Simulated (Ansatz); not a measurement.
The same path of FGeH5Si (8 atoms, charge 0, multiplicity 1) was run 3 times with different band settings. Lost on the way: Ge1–Si2. Made: Ge1–F3.

Level of theory: Ansatz, RHF/def2-SVPD.

Relaxed end points:

```xyz
8
Properties=species:S:1:pos:R:3
Ge -0.964 -0.558 0.479
Si 0.984 0.515 -0.447
F 0.501 1.763 -1.376
H 1.863 1.070 0.604
H 1.760 -0.398 -1.314
H -1.762 0.434 1.335
H -1.862 -1.093 -0.644
H -0.521 -1.733 1.363
```

```xyz
8
Properties=species:S:1:pos:R:3
Ge -1.365 -0.555 0.366
Si 1.984 0.600 0.138
F -0.048 0.192 -0.575
H 1.870 1.973 -0.483
H 2.501 -0.078 -1.110
H -1.599 0.397 1.528
H -2.514 -0.609 -0.631
H -0.829 -1.920 0.767
```

Common settings: spring 5.0 eV/Å²; optimiser quadratic models (default); force threshold 0.03 eV/Å; iteration limit 60; end points relaxed.

| run | movable images | climbing image | start path |
| --- | --- | --- | --- |
| 1 | 5 | yes | through a guess of the saddle point |
| 2 | 8 | no | through a guess of the saddle point |
| 3 | 5 | yes | straight line |

Task: What does each run give, and how far can it be trusted?

Result: Run 1: converged after 14 iterations, highest image 2.920 eV above the first end. Neighbouring images differ by up to 1.9 eV, so the band resolves the path poorly. A vibrational analysis at the climbing image gives one clearly imaginary mode, 357i cm⁻¹: a first-order saddle point.
Run 2: converged after 15 iterations, highest image 2.917 eV above the first end. Neighbouring images differ by up to 1.4 eV, so the band resolves the path poorly. No image climbed, so the highest image needn't sit at the top of the path.
Run 3: converged after 11 iterations, highest image 2.921 eV above the first end. Neighbouring images differ by up to 1.3 eV, so the band resolves the path poorly. Another band between the same ends (5 images) ends at a top of the same energy, where a vibrational analysis finds 1 clearly imaginary mode.
The orbitals stay closed-shell, which can raise the energy where a bond breaks towards radicals; this wasn't checked here.
